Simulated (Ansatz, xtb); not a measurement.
Breaking the Si3–C2 bond in C2H6O3Si (SMILES C=C[Si](O)(O)O) (multiplicity 1 held, fragments rigid). Energies count from the point at 1.849 Å.
Geometry at that point (charge 0, multiplicity 1):
```xyz
12

C      2.1784    -0.7878     0.7767
C      1.4544    -0.3712    -0.2607
Si    -0.3241     0.1208    -0.1397
O     -0.9597    -0.3497     1.3063
O     -0.5798     1.7405    -0.2152
O     -1.0594    -0.5467    -1.4419
H      1.7534    -0.8727     1.7715
H      3.2251    -1.0574     0.6840
H      1.9414    -0.3039    -1.2306
H     -0.9381    -1.2854     1.5214
H     -0.5250     2.2363     0.6055
H     -1.9246    -0.2066    -1.6859
```

Restricted levels (R-, RO-) in cc, def2 and unpolarised 6-31G sets keep to the state of the molecule at rest. Unrestricted levels (U-) break spin symmetry where that is lower. Levels need not reach the same state.

Frozen-core correlation.

Codes used: Ansatz (a program for electronic structure); xtb for the GFN methods. Values without a source in brackets are computed. The GFN methods have no spin term and hold the electronic entropy of 300 K.

Energies in kJ/mol.

```csv
R (Å),GFN2-xTB,R-HF/cc-pV(D+d)Z,U-MP2/cc-pV(D+d)Z,U-SCS-MP2/cc-pV(D+d)Z,U-CCSD(T)/cc-pV(D+d)Z
1.479,452,271,263,267,267
1.664,80,51,49,51,51
1.849,0,0,0,0,0
2.034,18,28,26,24,24
2.219,66,89,83,80,78
2.497,153,202,192,189,175
2.774,238,313,354,355,272
3.236,349,472,458,460,394
3.699,416,595,486,488,444
4.253,455,706,497,498,457
4.993,468,805,500,501,462
```

Doubts at one or more of the structures used: a restricted determinant that unrestricted orbitals would lower (R-HF/cc-pV(D+d)Z); a spin-contaminated determinant (U-MP2/cc-pV(D+d)Z, U-SCS-MP2/cc-pV(D+d)Z, U-CCSD(T)/cc-pV(D+d)Z); the program's own flag: large difference (U-CCSD(T)/cc-pV(D+d)Z).
